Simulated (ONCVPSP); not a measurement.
**Configuration tests for Pt (ONCV)**

platinum, optimised norm-conserving Vanderbilt (ONCV), made with ONCVPSP 4.0.1 (LDA (Perdew-Wang 92), scalar-relativistic). Core [Kr] 4d10, reference 4f14 5s2 5p6 5d9 6s1. Waves: 5s+6s: rc 1.50 bohr, ncon 4, nbas 8, qcut 7.5 1/bohr, 2 projectors; 5p: rc 1.40 bohr, ncon 4, nbas 9, qcut 10.2 1/bohr, 2 projectors, debl 3.8 Ha; 5d: rc 1.35 bohr, ncon 4, nbas 8, qcut 7.2 1/bohr, 1 projector; 4f: rc 0.60 bohr, ncon 4, nbas 9, qcut 37.6 1/bohr, 2 projectors, debl 1.6 Ha. Local part: polynomial inside 0.50 bohr (lpopt 5, dvloc0 2 Ha). Core correction: none.

In the f channel the program set the typed energies aside and used -2.591, 0.250 Ha.

Energies are relative to the spin-unpolarised reference configuration 4f14 5s2 5p6 5d9 6s1; without spin polarisation the order of configurations can differ from experiment.

| valence configuration | charge | ΔE all-electron (eV) | error AE − PS (meV) |
| --- | --- | --- | --- |
| 4f14 5s2 5p6 5d7 6s0 | +3 | 62.311 | -14 |
| 4f14 5s2 5p6 5d8 6s1 6p1 | 0 | 6.601 | +1.5 |

Q: What are ΔE and the potential's error for 4f14 5s2 5p6 5d8 6s0?

A: ΔE = 29.796 eV all-electron; the error (AE − PS) is -6.8 meV.

Q: What are ΔE and the potential's error for 4f14 5s2 5p6 5d9 6s0?

A: ΔE = 9.537 eV all-electron; the error (AE − PS) is -4.4 meV.

Levels in the configuration 4f14 5s2 5p6 5d9 6s0:

| level | all-electron (eV) | pseudo (eV) |
| --- | --- | --- |
| 4f | -78.764 | -78.876 |
| 5s | -110.499 | -110.524 |
| 5p | -64.625 | -64.631 |
| 5d | -14.593 | -14.593 |

Note: ghosts flagged at negative energy: s at -1254.5 eV, p at -567.2 eV, d at -125.2 eV; GHOST(+) flagged for s at 172.6 eV. A true bound ghost makes a file unfit for plane-wave use.
